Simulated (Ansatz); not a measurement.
One change: `C[CH](C)[Ge][F]` becomes `CC(C)BN`.

Ansatz, PBE0-D4/def2-TZVP geometries, multiplicity 1. Each molecule was computed in one conformer, which needn't be the lowest.

Scalar relativity is left out up to krypton.

| property | `C[CH](C)[Ge][F]` |
| --- | --- |
| LUMO energy (PBE0/def2-TZVPP) / eV | -2.36 |
| HOMO energy (ωB97M-V/def2-TZVPP) / eV | -8.53 |
| size of the dipole moment (PBE/def2-TZVPP) / D | 1.97 |
| HOMO–LUMO gap (PBE0/def2-TZVPP) / eV | 4.06 |
| HOMO energy (B3LYP/def2-TZVPP) / eV | -6.26 |
| HOMO energy (PBE0/def2-TZVPP) / eV | -6.42 |

Problem. What does the change do to each property? (An estimate is asked.)

Solution. The calculation gave: 
| property | `CC(C)BN` | shift |
| --- | --- | --- |
| LUMO energy (PBE0/def2-TZVPP) / eV | 0.67 | 3.03 |
| HOMO energy (ωB97M-V/def2-TZVPP) / eV | -10.24 | -1.71 |
| size of the dipole moment (PBE/def2-TZVPP) / D | 1.81 | -0.16 |
| HOMO–LUMO gap (PBE0/def2-TZVPP) / eV | 8.61 | 4.55 |
| HOMO energy (B3LYP/def2-TZVPP) / eV | -7.76 | -1.50 |
| HOMO energy (PBE0/def2-TZVPP) / eV | -7.94 | -1.52 |

With PBE0 the HOMO falls by 1.52 eV and the LUMO rises by 3.03 eV, so the gap widens by about 4.55 eV. PBE moves the HOMO by -1.26 eV and ωB97M-V by -1.71 eV. The zero-point energy changes by 103.9 kJ/mol with +9 modes. Dipoles are sizes alone; their direction can turn.

B3LYP here is the variant with VWN-RPA as its local correlation; programs differ in this.
